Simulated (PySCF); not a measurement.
PySCF 2.14 output of an unrestricted PBE0 calculation on a single atom or ion in def2-SVP with the def2 core potential (28 electrons) (5s3p2d, 24 functions), with scalar relativity through the core potential:

```
SCF conv_tol = 1e-09
number electrons alpha = 5  beta = 4
    C. Adamo and V. Barone.,  J. Chem. Phys. 110, 6158 (1999)
    M. Ernzerhof and G. E. Scuseria.,  J. Chem. Phys. 110, 5029 (1999)
cycle= 1 E= -24.0814449392283  delta_E= -0.00119  |g|= 0.00791  |ddm|= 0.244
cycle= 2 E= -24.0815046068521  delta_E= -5.97e-05  |g|= 0.00262  |ddm|= 0.0482
cycle= 3 E= -24.0815109087068  delta_E= -6.3e-06  |g|= 0.000271  |ddm|= 0.0153
cycle= 4 E= -24.0815112088463  delta_E= -3e-07  |g|= 2.06e-05  |ddm|= 0.0075
cycle= 5 E= -24.0815112109925  delta_E= -2.15e-09  |g|= 6.29e-07  |ddm|= 0.000753
cycle= 6 E= -24.081511210993  delta_E= -4.19e-13  |g|= 7.4e-08  |ddm|= 2.2e-06
converged SCF energy = -24.081511210993  <S^2> = 0.75012599  2S+1 = 2.000126
```

The run itself started from symmetry-adapted Hartree-Fock orbitals and held the occupation by maximum overlap, on a logarithmic radial grid, so the iterations belong to that start.

Task: Which element, charge and spin multiplicity is this?

Result: Rb (rubidium, neutral), multiplicity 2; the state was [Kr] 5s1, 2S determinant.

Energies and moments cover only the electrons outside the core potential.
